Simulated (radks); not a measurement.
Spherical quantum dot in the effective-mass picture: electrons in a hard-walled sphere of radius 4.14, with a point charge +2 (a donor) at the centre, all in effective atomic units (hartree* = m*/eps^2 hartree, bohr* = eps/m* bohr), one dielectric constant everywhere. Method: non-relativistic Kohn-Sham, PBE, spin-polarised, spherical densities; computed with a radial shooting solver with Libxc functionals. Levels are named by radial order and angular momentum (1s, 1p, 1d, 2s, ...), and open shells are averaged over m. Results are scaled to m* = 0.041 and eps = 10.8, for which hartree* = 9.565 meV and bohr* = 13.94 nm.

N = 11, configuration 1s2 1p6 1d(up 1, down 0) 2s2. This is the lowest configuration that the search found. Occupied and some empty levels:

| level | occupation | eigenvalue (meV) | <r> (nm) |
|---|---|---|---|
| 1s up | 1 | 27.235 | 21.97 |
| 1s down | 1 | 27.294 | 21.41 |
| 1p up | 3 | 30.769 | 37.67 |
| 1p down | 3 | 30.952 | 37.56 |
| 2s up | 1 | 31.570 | 28.98 |
| 2s down | 1 | 31.700 | 29.45 |
| 1d up | 1 | 33.719 | 39.85 |
| 1d down | 0 | 33.921 | 39.80 |
| 1f up | 0 | 37.520 | 41.37 |
| 1f down | 0 | 37.732 | 41.34 |
| 1g up | 0 | 42.132 | 42.56 |
| 2p up | 0 | 42.173 | 29.08 |
| 2p down | 0 | 42.256 | 29.07 |
| 1g down | 0 | 42.351 | 42.55 |

Energy (meV): total 131.516, kinetic 89.187, external -135.54, Hartree 216.59, exchange-correlation -38.720.
